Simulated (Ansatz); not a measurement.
Species: InF, net charge 0, singlet state. 
Geometry from a B3LYP-D3(BJ)/def2-TZVP (Ansatz, a quantum-chemistry and plane-wave program) optimisation:
```xyz
2

In     0.0000     0.0000    -0.3120
F      0.0000     0.0000     1.6989
```

Computed values are from Ansatz. Correlated levels leave the core frozen unless marked. UHF or UKS for open shells. Spin-orbit coupling is left out. Frozen are the shells of the preceding noble gas and the d and f shells that filled before the atom's block. Past Kr the def2 sets carry scalar-relativistic core potentials. CBS(X,Y): correlation extrapolated as X^-3; Hartree-Fock from the larger set.

| Item | Result |
|---|---|
| atomisation energy De | 545.8 kJ/mol at CCSD(T)/CBS(def2-TZVPPD,def2-QZVPPD) |
| vertical ionisation energy (to the doublet) | 9.78 eV at CCSD(T)/CBS(def2-TZVPPD,def2-QZVPPD) |
| total energy | -289.1294 Eh at CCSD(T)/CBS(def2-TZVPPD,def2-QZVPPD) |
| dipole moment | 3.38 D at CCSD(T)/def2-SVPD |
| T1 diagnostic | 0.017 at CCSD/def2-QZVPPD |
